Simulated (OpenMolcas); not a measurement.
## Pd3+: moving or changing the point charges

Pd3+ among 4 point charges of -2 e arranged as a square (D4h), 2.25 Å from the ion.

```json
{"Program": "OpenMolcas", "Method": "SS-CASPT2, IPEA 0.25 Eh, imaginary shift 0.1 Eh (closed shells correlated: 4s 4p)", "Basis": "ANO-RCC-VDZP [6s5p3d1f]", "Scalar Hamiltonian": "DKH2, point nucleus", "Active space": "7 electrons in 5 orbitals (4d)", "State averaging": "2S+1 = 4 even, 10 roots; 2S+1 = 2 even, 40 roots", "Spin-orbit coupling": "RASSI with atomic mean-field integrals over the reference wave functions"}
```

Runs around this geometry, states (labels of D4, the rotations of D4h). Energies in cm-1 above the lowest state or level, χT in cm3 K/mol.

```
R (Å)  q (e)  Ground state  First state of that spin  First gap with spin-orbit (degeneracies)  χT at 300 K  First state of another spin
 2.25     -1           4A2                    4E 510                                330 (2, 2)        4.680                    2A1 14570
 2.05     -2            4E                  4A2 1100                                 92 (2, 2)        4.218                    2B2 10890
 2.25     -2            4E                   4A2 180                                290 (2, 2)        4.473                     2E 13310
 2.48     -2           4A2                     4E 44                                310 (2, 2)        4.609                    2A1 14390
```

The ground state changes within this set.

This shell can be high or low spin here, a state of another spin lies low, and with metal d orbitals alone active their balance is uncertain, so the ground spin may be wrong. Point charges give a weaker field than real ligands, and real ions of this kind are as a rule low spin; the high spin found here belongs to the model. Free-ion shares, where given, are those of the reference states; single-state CASPT2 does not remix them. Spin-orbit coupling mixes the spin-free states strongly: the lowest level takes only 54 % from its leading state, 4A2 (figures for R = 2.25, q = -1; the like holds for R = 2.05, q = -2, R = 2.25, q = -2, R = 2.48, q = -2). The ground term spreads over less than 5000 cm-1, several times less than with real ligands, so orbital moments are less quenched and χT lies further from the spin-only value than at real sites (holds for R = 2.25, q = -1). An orbital doublet at a regular site is open to a Jahn-Teller distortion, which this geometry leaves out (holds for R = 2.05, q = -2; R = 2.25, q = -2). This is an electrostatic model: the charges have no orbitals. No measured value stands beside these numbers.
